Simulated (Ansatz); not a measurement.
Isolated molecules relaxed with PBE0-D4/def2-TZVP in Ansatz; ΔE leaves out vibrations. CCSD(T)/CBS is the MP2 limit (def2-TZVPP, def2-QZVPP) plus CCSD(T) − MP2 in def2-TZVPP, frozen cores. This one scheme is used for every species. Functionals use def2-TZVPP. B3LYP here is the variant with VWN-RPA as its local correlation; programs differ in this. One conformer a species, not always the lowest.

Reaction (ligand exchange at a B–C bond): `O=CB[SiH3]` + H–F → `FB[SiH3]` + `C=O`

```csv
level,ΔE (kJ/mol)
PBE0-D4,-125.4
PBE,-119.5
B3LYP,-142.0
CCSD(T)/def2-SVP,-155.0
```

(1) What does CCSD(T)/CBS give? (Best estimate.)

Largest T1 diagnostic among the species: 0.021, so the coupled-cluster value is less sure than usual.

Results:

(1) Computed: -129.0 kJ/mol. The listed levels differ from it by 3.6, 9.5, -13.0, -26.0 kJ/mol.

The D4 term adds +6.5 kJ/mol with B3LYP and +3.6 kJ/mol with PBE0; it sums over pairs of atoms, weighted by their polarisabilities, and B3LYP, whose exchange is more repulsive, gets the larger term. In def2-TZVPP, CCSD(T) changes the Hartree–Fock value by +37.7 kJ/mol (the triples alone add +7.0 kJ/mol) and MP2 by +40.8 kJ/mol. At CCSD(T), def2-SVP lies −26.0 kJ/mol from the extrapolated value and def2-TZVPP −5.2 kJ/mol.
